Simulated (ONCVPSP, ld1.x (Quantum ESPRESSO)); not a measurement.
## Potentials for N (Z = 7) compared

Generated with ld1.x 7.5 (TM, RRKJ, ultrasoft, PAW), atompaw 4.2 or ONCVPSP 4.0.1. The cutoff is in Ry: for ld1.x and atompaw files where the sum of valence levels is converged to 10 mRy in a Bessel basis, for ONCV files where the hardest occupied wave has 1 mHa per electron of residual kinetic energy. The error is the largest all-electron minus pseudo excitation energy over each file’s own four to seven test configurations (ionisations up to +4, promotions, holes and added fractions of an electron), all of which were solved. The labels leave out finer settings (local radius, basis sizes, second energies), which also bear on the numbers. Spin-polarised tests are not counted. The rows are a selection from randomly drawn settings: files with unsolved tests, undetermined cutoffs or missed reference levels are left out.

| potential | cutoff (Ry) | largest error (meV) | bound ghosts |
| --- | --- | --- | --- |
| RRKJ, PBE, scalar-relativistic, rc 0.95/1.50 (sp), local s, core correction yes, reference 2s2 2p3 | 55 | +1203 | none |
| ONCV, PBEsol, scalar-relativistic, rc 0.80/1.85/1.40 (spd), local smoothed, core correction yes, reference 2s2 2p1, qcut 6.7/6.4/7.4, projectors 1/2/2 | 115 | +571 | none |
| ONCV, PBE, scalar-relativistic, rc 0.70/1.50/0.98 (spd), local smoothed, core correction yes, reference 2s1 2p4, qcut 7.8/8.7/8, projectors 2/2/2 | 59 | +261 | none |

Problem. Fill in the row for N: PAW, PBEsol, scalar-relativistic, rc 1.20/1.60/1.80 (spd), local smoothed, core correction yes, reference 2s2 2p3.

Solution. cutoff 25 Ry, largest error -16 meV, bound ghosts: none.

Problem. Fill in the row for N: RRKJ, PBEsol, scalar-relativistic, rc 0.70/1.40/1.15 (spd), local smoothed, core correction no, reference 2s2 2p3.

Solution. cutoff 260 Ry, largest error +1014 meV, bound ghosts: none.

Problem. Fill in the row for N: TM, PBE, scalar-relativistic, rc 0.80/1.85 (sp), local s, core correction no, reference 2s2 2p3.

Solution. cutoff 55 Ry, largest error +2044 meV, bound ghosts: none.
